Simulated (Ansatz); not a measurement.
Reaction: CBr2F2 (dibromo(difluoro)methane, SMILES FC(F)(Br)Br) → CBrF2 (SMILES F[C](F)Br, doublet) + Br (doublet) (the Br-C bond breaks)
Each species at its own B3LYP-D3(BJ)/def2-TZVP minimum (Ansatz, a quantum-chemistry and plane-wave program).

Quantity: bond dissociation energy (electronic), in kcal/mol. UHF or UKS for unpaired electrons; spin-orbit terms are left out. Cores are frozen in correlated methods (noble-gas shells, and filled d and f shells in the p block). No relativity. CBS(X,Y): correlation extrapolated as X^-3, Hartree-Fock from the larger set. A bracket is a step between two methods taken in the basis named. Spin-orbit terms, left out, reach several kcal/mol for Br and I, and more for heavier atoms.

CCSD(T)/CBS(cc-pVTZ,cc-pVQZ) + [CCSDT(Q) - CCSD(T)]/cc-pVDZ (Ansatz) gives 68.4 kcal/mol.

Question: How far off this value is PBE/def2-TZVPD (Ansatz), in which direction, and how far these levels: r2SCAN/def2-TZVPD, PBE0/def2-TZVPD, wB97M-V/def2-TZVPD, CCSD(T)/CBS(cc-pVTZ,cc-pVQZ)?

Answer: PBE gives 67.4 kcal/mol, 1.0 kcal/mol below it. Differences of the others: r2SCAN/def2-TZVPD (Ansatz) -3.1; PBE0/def2-TZVPD (Ansatz) -3.6; wB97M-V/def2-TZVPD (Ansatz) -0.9; CCSD(T)/CBS(cc-pVTZ,cc-pVQZ) (Ansatz) 0.1 kcal/mol.
